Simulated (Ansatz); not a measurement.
```xyz
6

F    -1.675   -0.081   -1.342
Ga   -0.259    0.090   -0.325
S    -0.120   -1.279    1.372
Se    1.232    1.733   -0.941
H    -1.287   -1.863    1.045
H     2.108    1.401    0.192
```

Charge 0, multiplicity 1.

Question: List the ωB97M-V/def2-TZVPP orbital energies in eV (Ansatz). (Best estimate.)

Answer: Computed: Occupied: -12368.66, -10154.72, -2427.31, -1588.96, -1423.71, -1423.69, -1423.65, -1258.15, -1112.35, -1112.25, -1112.23, -676.51, -221.29, -218.40, -164.38, -164.32, -164.22, -161.34, -161.26, -161.10, -155.62, -108.10, -107.90, -107.88, -61.26, -61.23, -61.10, -61.03, -61.01, -34.59, -27.23, -27.10, -27.09, -27.08, -26.90, -23.32, -22.65, -15.91, -14.39, -14.03, -13.80, -13.32, -12.45, -10.94, -10.55, -9.81. Lowest empty: 0.55, 0.86, 1.60, 2.08, 2.88, 3.96, 5.14, 5.57.
